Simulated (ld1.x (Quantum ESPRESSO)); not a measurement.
**Te, TM: configuration errors across variants**

| Property | Result |
| --- | --- |
| Element | tellurium (Te) |
| Generator | ld1.x (Quantum ESPRESSO) 7.5 |
| Type | norm-conserving Troullier–Martins (Kleinman–Bylander form) |
| Functional | PBEsol |
| Relativity | scalar-relativistic |
| Frozen core | [Kr] 4d10 |
| Valence charge | 6 |
| Reference configuration | 5s1.75 5p4.25 |
| Partial waves | 5p (bound): rc 1.55 bohr; 5d channel at 0.2 Ry: rc 1.90 bohr; 5s (bound): rc 1.80 bohr |
| Local potential | the s channel |
| Core correction | none |

All-electron excitation energies from the reference (eV): (1) 5s2 5p4 -2.302; (2) 5s2 5p3 7.451; (3) 5s2 5p2 25.420; (4) 5s2 5p1 52.375; (5) 5s2 5p3.5 1.605; (6) 5s2 5p4.3 -3.775; (7) 5s1 5p4 17.323.

2 further variants failed, have other tests or another functional or relativity, and are left out.

A true bound ghost makes a file unfit for plane-wave use even where its test errors are small: the radial tests pick states by their node count and pass the ghost by.

Errors AE − PS in meV (a dash: test not solved or not reliable):

| change | (1) | (2) | (3) | (4) | (5) | (6) | (7) | bound ghosts |
| --- | --- | --- | --- | --- | --- | --- | --- | --- |
| base | +1.5 | -2.5 | -19 | -56 | +0.4 | +1.6 | +9.2 | p, d |
| wave 5d channel at 0.2 Ry: rc 1.90 bohr becomes 5d channel at 0.2 Ry: rc 2.90 bohr | +1.5 | -2.5 | -19 | -56 | +0.4 | +1.6 | +9.2 | p |
| all radii scaled by about 1.37 (s 2.46, p 2.12, d 2.60 bohr) | 0.0 | -2.5 | -5.3 | -1.9 | -1.1 | +0.5 | -2.2 | none |
| local potential the p channel | +1.7 | -0.9 | -9.2 | -39 | +0.6 | +2.4 | +24 | s, d |
| wave 5d channel at 0.2 Ry: rc 1.90 bohr becomes 5d channel at 1.42 Ry: rc 1.90 bohr | +1.5 | -2.5 | -19 | -56 | +0.4 | +1.6 | +9.2 | d, p |

(1) Give the same row for: type TM semilocal.

## Answers

(1) +1.8, -0.8, -8.4, -36, +0.5, +2.5, +24; bound ghosts: none.
